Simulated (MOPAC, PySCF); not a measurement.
Pair of molecules: HF (SMILES F) (first 2 atoms) with CH2O2 (SMILES O=CO); geometry from B3LYP-D3(BJ)/def2-TZVP, rigid monomers moved along the line of their centres of mass till H2···O3 is 2.28 Å.
(charge 0, multiplicity 1):
```xyz
7

F      0.390     0.001     0.462
H     -0.155    -0.473     1.095
O     -0.779    -0.768     3.268
C     -0.198    -0.018     4.026
O      0.703     0.883     3.677
H     -0.369    -0.016     5.106
H      0.830     0.853     2.703
```

Monomers are frozen at their geometry in the pair; levels with a basis set take the counterpoise correction. Rows marked so take none.

Rows in 3-21G, 6-31G* carry no dispersion term and start afresh at each structure (6-31G* with six Cartesian d functions). MP2/6-31G* freezes PySCF's default core. The state reached by AM1 isn't checked.

The values were computed with MOPAC for AM1 (differences of heats of formation); PySCF for 3-21G rows, 6-31G* rows. 

What interaction energy does AM1 give?

-18 kJ/mol

What is the computed interaction energy (HF/3-21G (no counterpoise))?

-49 kJ/mol

Give the interaction energy at the level MP2/6-31G*.

-29 kJ/mol
